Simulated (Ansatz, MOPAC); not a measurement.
System: SiOF, charge 0, multiplicity 2. SMILES: O=[Si]F

Atoms: Si1, O2, F3. Bonds: Si1-O2, Si1-F3.

Bond lengths (Å) and angles (degrees) optimised at MNDO with MOPAC; PBE/6-31G* with Ansatz (a quantum-chemistry and plane-wave program); B3LYP/LANL2DZ with Ansatz, each started from the B3LYP-D3(BJ)/def2-TZVP structure (Ansatz) of the last column. A row stands for all coordinates that are equal there. 6-31G* holds six Cartesian d functions. No wavenumbers were computed at MNDO, PBE/6-31G*, B3LYP/LANL2DZ, so these may be saddle points.

```tsv
coordinate	MNDO	PBE/6-31G*	B3LYP/LANL2DZ	B3LYP-D3(BJ)/def2-TZVP
Si1-O2	1.506	1.554	1.600	1.527
Si1-F3	1.576	1.621	1.689	1.595
O2-Si1-F3	117.1	126.1	120.2	126.2
```

Mean signed difference of all 2 bond lengths from B3LYP-D3(BJ)/def2-TZVP: MNDO -0.020 Å, PBE/6-31G* 0.027 Å, B3LYP/LANL2DZ 0.084 Å.
